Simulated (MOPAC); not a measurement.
MOPAC input (PM7):

```
PM7 PRECISE GNORM=0.05 LET XYZ CHARGE=-1 GEO-OK AUX(PRECISION=9) THREADS=1
CH2N

C    -0.43645437 1    0.17143429 1    0.12164125 1
N     0.67544959 1   -0.26530887 1   -0.18824998 1
H    -1.41011651 1   -0.44169056 1    0.22509177 1
H    -0.69930434 1    1.27024694 1    0.36281065 1
```

From the last part of the output:

```
                                                       MOPAC v23.2.5 Linux

          FINAL HEAT OF FORMATION =         43.52625 KCAL/MOL =     182.11383 KJ/MOL

          COSMO AREA              =         63.48 SQUARE ANGSTROMS
          COSMO VOLUME            =         45.43 CUBIC ANGSTROMS

          GRADIENT NORM           =          0.03404          =       0.01702 PER ATOM
          IONIZATION POTENTIAL    =          0.858357 EV
          HOMO LUMO ENERGIES (EV) =         -0.858  8.614
          NO. OF FILLED LEVELS    =          6
          MOLECULAR WEIGHT        =         28.0335         POINT GROUP:  C2v

          MOLECULAR DIMENSIONS (Angstroms)

            Atom       Atom       Distance
            H     3    N     2     2.09680
            H     4    N     2     1.62118
            H     4    C     1     0.00000

          SCF CALCULATIONS        =         10

   ATOM   CHEMICAL          X               Y               Z
  NUMBER   SYMBOL      (ANGSTROMS)     (ANGSTROMS)     (ANGSTROMS)

     1       C         -0.45181645  *   0.17746836  *   0.12592271  *
     2       N          0.67684342  *  -0.26585635  *  -0.18863845  *
     3       H         -1.37371722  *  -0.42102382  *   0.22084419  *
     4       H         -0.68786850  *   1.23079106  *   0.35372642  *

                             CARTESIAN COORDINATES

   1    C       -0.451816451     0.177468356     0.125922714
   2    N        0.676843422    -0.265856355    -0.188638446
   3    H       -1.373717224    -0.421023817     0.220844185
   4    H       -0.687868500     1.230791064     0.353726425

           Empirical Formula: C H2 N  =     4 atoms

      MOLECULAR POINT GROUP   :   C2v

                  EIGENVALUES
 -25.46036 -14.32459  -8.55200  -5.49216  -4.84001  -0.85836   8.61385  11.96969
  12.07967  13.63086

              NET ATOMIC CHARGES AND DIPOLE CONTRIBUTIONS

  ATOM NO.   TYPE          CHARGE      No. of ELECS.   s-Pop       p-Pop
    1          C          -0.103954        4.1040     1.07139     3.03256
    2          N          -0.897191        5.8972     1.87121     4.02598
    3          H           0.000572        0.9994     0.99943
    4          H           0.000573        0.9994     0.99943
 DIPOLE           X         Y         Z       TOTAL
 POINT-CHG.    -2.358     0.926     0.657     2.618
 HYBRID        -0.663     0.260     0.185     0.736
 SUM           -3.021     1.187     0.842     3.353

          ATOMIC ORBITAL ELECTRON POPULATIONS

     Atom    s        px        py        pz
    1  C   1.07139   0.96488   1.00705   1.06063
    2  N   1.87121   1.29285   1.77905   0.95408
    3  H   0.99943
    4  H   0.99943

 **********************
 *                    *
 * JOB ENDED NORMALLY *
 *                    *
 **********************

 == MOPAC DONE ==
```

The dipole moment of an ion depends on the origin.

The geometry given is a B3LYP-D3(BJ)/def2-TZVP minimum.
